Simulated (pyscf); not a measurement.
# H₃Si–S–MoH(=S)(Cl)–Cl (SMILES [SiH3][S][MoH](=[S])([Cl])[Cl]), singlet

Gas-phase minimum from PySCF at ωB97X-D3(BJ)/def2-SVP, one conformer. 

```xyz
10

Si    -0.0870    -1.8884     0.9727
S     -1.0584    -1.6977    -0.9565
Mo    -1.2134     0.6021    -1.0734
S      0.6988     1.2402    -1.4520
Cl    -2.5888     2.0447    -2.1424
Cl    -1.9444     0.8603     1.0735
H      0.9197    -0.8107     1.1524
H      0.5856    -3.2157     0.9367
H     -1.1045    -1.8460     2.0530
H     -1.6467    -0.1741    -2.4662
```
Charge 0, spin multiplicity 1.

Bonds (Å): Si1–S2 2.168, Si1–H7 1.486, Si1–H8 1.488, Si1–H9 1.485, S2–Mo3 2.308, Mo3–S4 2.051, Mo3–Cl5 2.262, Mo3–Cl6 2.283, Mo3–H10 1.652. Bond angles (°): S2–Si1–H7 110.3, S2–Si1–H8 105.0, S2–Si1–H9 109.7, H7–Si1–H8 110.1, H7–Si1–H9 110.8, H8–Si1–H9 110.7, Si1–S2–Mo3 99.4, S2–Mo3–S4 104.9, S2–Mo3–Cl5 134.5, S2–Mo3–Cl6 95.0, S2–Mo3–H10 65.9, S4–Mo3–Cl5 106.3, S4–Mo3–Cl6 115.9, S4–Mo3–H10 103.6 (the first ones only).

Properties at ωB97X-D3(BJ)/def2-SVP:

```
Item                                                                                                                                                                                                                                           Value
---------------------------------------------------------------------------------------------------------------------  -----------------------------------------------------------------------------------------------------------------------------
Harmonic wavenumbers, unscaled                                                                                         62, 98, 123, 139, 141, 156, 176, 208, 372, 390, 415, 504, 568, 622, 643, 694, 926, 947, 959, 990, 2105, 2275, 2287, 2296 cm⁻¹
Zero-point energy                                                                                                                                                                                                                      25.9 kcal/mol
Rotational symmetry number                                                                                                                                                                                                                         1
Entropy of this conformer at 298 K and 1 atm, rigid rotor and harmonic oscillator, modes under 100 cm⁻¹ raised to 100                                                                                                                425.5 J/(mol K)
Dipole moment                                                                                                                                                                                                                                 1.70 D
```

Single-point totals, which compare only within one level:

```tsv
level	total energy (hartree)
ωB97X-D3(BJ)/def2-TZVP	-2077.21629
PBE/def2-TZVP	-2076.30498
r²SCAN/def2-TZVP	-2077.04052
B3LYP-D3(BJ)/def2-TZVP	-2077.26689
PBE0-D3(BJ)/def2-TZVP	-2076.42225
M06-2X/def2-TZVP	-2076.89469
ωB97M-D3(BJ)/def2-TZVP	-2077.29981
```

Soft torsions are taken as harmonic, which can shift the entropy by several J/(mol K). Elements past Kr carry the def2 core potentials, without spin-orbit coupling.
